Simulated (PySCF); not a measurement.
Computed Raman spectrum (relative Raman activity) of a molecule C4H4ClF. Geometry: B3LYP-D3(BJ)/def2-SVP. Other conformers were not sampled. These are B3LYP-D3(BJ)/def2-SVP (PySCF 2.14.0) values and carry that method's errors. Frequencies are harmonic and unscaled.

Lines under 2 % of the strongest are left out, and lines within 2 cm⁻¹ are merged.

```csv
ν (cm⁻¹),relative intensity
799,2.3
1192,11
1308,4.4
1436,13
1723,100
3157,13
3178,15
3233,13
3259,17
```

Q: Pick the molecule that these values belong to.
A. CC=C=C(F)Cl
B. C=C/C(F)=C/Cl
C. C=C/C=C(\F)Cl
D. C=C(F)/C=C\Cl

A: B, C=C/C(F)=C/Cl
